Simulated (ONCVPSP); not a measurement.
## An all-electron radial function and its pseudo partner (strontium)

Columns: radius, all-electron u(r) and pseudo u(r) of the 4s shell (level -54.71 eV) of strontium in the configuration [Ar] 3d10 4s2 4p6; PBEsol, scalar-relativistic, ONCV scheme, ONCVPSP 4.0.1.

```csv
r (bohr),all-electron,pseudo
0.095,0.2910,0.0342
0.190,0.0689,0.0770
0.285,-0.3797,0.1352
0.380,-0.5115,0.2121
0.475,-0.3615,0.3071
0.570,-0.0774,0.4164
0.665,0.2300,0.5336
0.760,0.5009,0.6508
0.855,0.7112,0.7593
0.950,0.8572,0.8508
1.045,0.9449,0.9183
1.140,0.9839,0.9571
1.235,0.9850,0.9662
1.330,0.9579,0.9478
1.425,0.9114,0.9072
1.520,0.8523,0.8511
1.615,0.7863,0.7860
1.710,0.7173,0.7172
1.805,0.6483,0.6482
1.900,0.5813,0.5812
1.995,0.5178,0.5178
2.090,0.4586,0.4585
2.185,0.4041,0.4041
2.280,0.3546,0.3546
2.375,0.3099,0.3099
2.470,0.2700,0.2700
```

Problem. How many radial nodes do the two functions have?

Solution. The all-electron 4s function has n − l − 1 = 3 (the table is too coarse to show those close to the nucleus); the pseudo-wave has 0, since the states of the same l below it are removed with the core.

Problem. At about which radius was the pseudo-wave matched?

Solution. 1.90 bohr. The columns agree to 0.0005 from 1.61 bohr on; several derivatives are matched, so the curves merge somewhat inside the radius.

Problem. Is the pseudo-wave norm-conserving?

Solution. Yes: the ONCV scheme keeps the norm inside the radius equal to the all-electron one, which fixes the energy derivative of the logarithmic derivative at the level.
